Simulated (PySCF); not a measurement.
FGa, neutral, multiplicity 1. Atoms are numbered in the order given.

```xyz
2

Ga     0.0000     0.0000    -0.4056
F      0.0000     0.0000     1.3971
```
Charge 0, spin multiplicity 1.

The structure is a stationary point at B3LYP-D3(BJ)/def2-TZVPD.

The numbers are results of PBE/pcSseg-2 run with PySCF, not measurements.

GIAO shieldings, no solvent; atoms alike by connectivity are averaged. δ = σ(ref) − σ: ¹⁹F against CFCl3 (σ = 132.0 ppm), references at their B3LYP-D3(BJ)/def2-TZVP geometries, non-relativistic.

Computed chemical shifts:
| nucleus | atoms | count | δ (ppm) |
|---|---|---|---|
| ¹⁹F | F2 | 1 | 60.1 |
